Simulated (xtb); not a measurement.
C₇H₉O, charge +1, singlet, at a GFN2-xTB geometry; GFN0-xTB with ALPB(acetone) (xtb).

The xtb input:
```
$ xtb mol.xyz --gfn 0 --chrg 1 --alpb acetone --json

# file mol.xyz
17

C      2.68581111     0.47233117    -0.23426577
O      1.70989725     0.21900805     0.81386579
C      0.34471567     0.03250646     0.32907195
C      0.01222459    -1.19816702    -0.20327298
C     -1.28799653    -1.38978475    -0.64407141
C     -2.21537241    -0.36423910    -0.54765958
C     -1.85671093     0.86026071    -0.00676033
C     -0.56031393     1.07014763     0.43843242
H      3.66463036     0.55667222     0.23538758
H      2.67916004    -0.38406176    -0.90637054
H      2.44929023     1.37869168    -0.79224115
H      1.70573102     0.97635760     1.43676038
H      0.74141377    -1.99032729    -0.25934878
H     -1.57168239    -2.34338551    -1.05898733
H     -3.22491764    -0.52078929    -0.89251364
H     -2.58071358     1.65504338     0.07210182
H     -0.27623520     2.02140386     0.86543975
```

Output, abridged:

```
   ID    Z sym.   atoms
    1    6 C      1, 3-8
    2    8 O      2
    3    1 H      9-17

           -------------------------------------------------
          |                Calculation Setup                |
           -------------------------------------------------

           -------------------------------------------------
          |                 G F N 0 - x T B                 |
           -------------------------------------------------

      * Solvation model:               ALPB
        Solvent                        acetone
        Parameter file                 internal GFN-FF/ALPB
        Dielectric constant                2.0700E+01
        Reference state                gsolv [1 M gas/solution]
        Free energy shift                  6.0874E-03 Eh       3.8199E+00 kcal/mol
        Temperature                        2.9815E+02 K
        Density                            7.9000E-01 kg/L
        Solvent mass                       5.8080E+01 g/mol
        Interaction kernel             P16
        Born radius scaling (c1)           2.0623E+00
        Born radii integrator          GBOBC
        Born offset                        0.0000E+00 a0       0.0000E+00 AA
        H-bond correction              true
        Ion screening                  false
        Surface tension                    1.0000E-05 Eh       1.5569E+01 dyn/cm
        Grid points                               230 per atom

          ...................................................
          :                      SETUP                      :
          :.................................................:
          :  # basis functions                  50          :
          :  # atomic orbitals                  50          :
          :  # shells                           34          :
          :  # electrons                        42          :
          :  electronic temp.          300.0000000     K    :
          :  accuracy                    1.0000000          :
          :  -> integral cutoff          0.2500000E+02      :
          :  -> integral neglect         0.1000000E-07      :
          ...................................................

         :::::::::::::::::::::::::::::::::::::::::::::::::::::
         ::                     SUMMARY                     ::
         :::::::::::::::::::::::::::::::::::::::::::::::::::::
         :: total energy             -21.390177314273 Eh    ::
         :: total w/o Gsasa/hb       -21.380345048862 Eh    ::
         :: gradient norm              0.042436990962 Eh/a0 ::
         :: HOMO-LUMO gap              4.176228470913 eV    ::
         ::.................................................::
         :: H0 energy                -22.990587890148 Eh    ::
         :: repulsion energy           0.383363093125 Eh    ::
         :: electrostat energy         1.243005648907 Eh    ::
         :: -> Gsolv                   0.000000000000 Eh    ::
         ::    -> Gsasa               -0.015919688066 Eh    ::
         ::    -> Gshift               0.006087422655 Eh    ::
         :: dispersion energy         -0.005420311042 Eh    ::
         :: short-range corr.         -0.020537855115 Eh    ::
         :: add. restraining           0.000000000000 Eh    ::
         :: total charge               1.000000000000 e     ::
         :::::::::::::::::::::::::::::::::::::::::::::::::::::

           -------------------------------------------------
          |                Property Printout                |
           -------------------------------------------------

    * Orbital Energies and Occupations

         #    Occupation            Energy/Eh            Energy/eV
      -------------------------------------------------------------
         1        2.0000           -0.6969796             -18.9658
       ...           ...                  ...                  ...
         9        2.0000           -0.5618998             -15.2901
        10        2.0000           -0.5491206             -14.9423
        11        2.0000           -0.5375289             -14.6269
        12        2.0000           -0.5291981             -14.4002
        13        2.0000           -0.5272593             -14.3475
        14        2.0000           -0.5177976             -14.0900
        15        2.0000           -0.5073327             -13.8052
        16        2.0000           -0.4982893             -13.5591
        17        2.0000           -0.4797306             -13.0541
        18        2.0000           -0.4723721             -12.8539
        19        2.0000           -0.4459384             -12.1346
        20        2.0000           -0.4370903             -11.8938
        21        2.0000           -0.4223026             -11.4914 (HOMO)
        22                         -0.2688291              -7.3152 (LUMO)
        23                         -0.2644388              -7.1957
        24                         -0.1984661              -5.4005
        25                         -0.1453799              -3.9560
        26                         -0.1360193              -3.7013
        27                         -0.1228319              -3.3424
        28                         -0.1169410              -3.1821
        29                         -0.1151202              -3.1326
        30                         -0.1076594              -2.9296
        31                         -0.1038658              -2.8263
        32                         -0.0911967              -2.4816
       ...                                ...                  ...
        50                          0.6644039              18.0794
      -------------------------------------------------------------
                  HL-Gap            0.1534736 Eh            4.1762 eV
             Fermi-level            0.0000000 Eh            0.0000 eV

     #   Z          covCN         q      C6AA      α(0)
     1   6 C        3.627    -0.421    33.819     8.466
     2   8 O        2.491    -0.273    18.330     5.795
     3   6 C        2.859     0.180    25.481     8.248
     4   6 C        2.914    -0.116    32.616     9.335
     5   6 C        2.925    -0.071    31.356     9.154
     6   6 C        2.919    -0.074    31.460     9.169
     7   6 C        2.924    -0.058    31.036     9.107
     8   6 C        2.914    -0.144    33.406     9.448
     9   1 H        0.925     0.268     0.813     1.410
    10   1 H        0.925     0.251     0.874     1.462
    11   1 H        0.924     0.246     0.891     1.476
    12   1 H        0.803     0.273     0.808     1.412
    13   1 H        0.926     0.191     1.144     1.673
    14   1 H        0.926     0.190     1.152     1.678
    15   1 H        0.926     0.188     1.160     1.684
    16   1 H        0.926     0.188     1.161     1.685
    17   1 H        0.926     0.182     1.194     1.709

 Mol. C6AA /au·bohr⁶  :       2746.541994
 Mol. C8AA /au·bohr⁸  :      68052.880059
 Mol. α(0) /au        :         82.911933

Wiberg/Mayer (AO) data.
largest (>0.10) Wiberg bond orders for each atom

 ---------------------------------------------------------------------------
     #   Z sym  total        # sym  WBO       # sym  WBO       # sym  WBO
 ---------------------------------------------------------------------------
     1   6 C    3.935 --    10 H    0.985    11 H    0.984     9 H    0.984
                             2 O    0.951
     2   8 O    2.971 --    12 H    0.971     1 C    0.951     3 C    0.950
     3   6 C    3.931 --     8 C    1.418     4 C    1.416     2 O    0.950
                             6 C    0.106
     4   6 C    3.989 --     5 C    1.437     3 C    1.416    13 H    0.969
                             7 C    0.113
     5   6 C    3.988 --     6 C    1.438     4 C    1.437    14 H    0.973
                             8 C    0.113
     6   6 C    3.988 --     7 C    1.440     5 C    1.438    15 H    0.973
                             3 C    0.106
     7   6 C    3.988 --     6 C    1.440     8 C    1.433    16 H    0.973
                             4 C    0.113
     8   6 C    3.988 --     7 C    1.433     3 C    1.418    17 H    0.968
                             5 C    0.113
     9   1 H    0.990 --     1 C    0.984
    10   1 H    0.992 --     1 C    0.985
    11   1 H    0.984 --     1 C    0.984
    12   1 H    0.973 --     2 O    0.971
    13   1 H    0.984 --     4 C    0.969
    14   1 H    0.984 --     5 C    0.973
    15   1 H    0.984 --     6 C    0.973
    16   1 H    0.984 --     7 C    0.973
    17   1 H    0.983 --     8 C    0.968
 ---------------------------------------------------------------------------

Topologies differ in total number of bonds
Writing topology from bond orders to xtbtopo.mol

 dipole moment from electron density (au)
     X       Y       Z
   3.1797   0.9336   1.3073  total (Debye):    9.055

           -------------------------------------------------
          | TOTAL ENERGY              -21.390177314273 Eh   |
          | GRADIENT NORM               0.042436990962 Eh/α |
          | HOMO-LUMO GAP               4.176228470913 eV   |
           -------------------------------------------------

normal termination of xtb
```
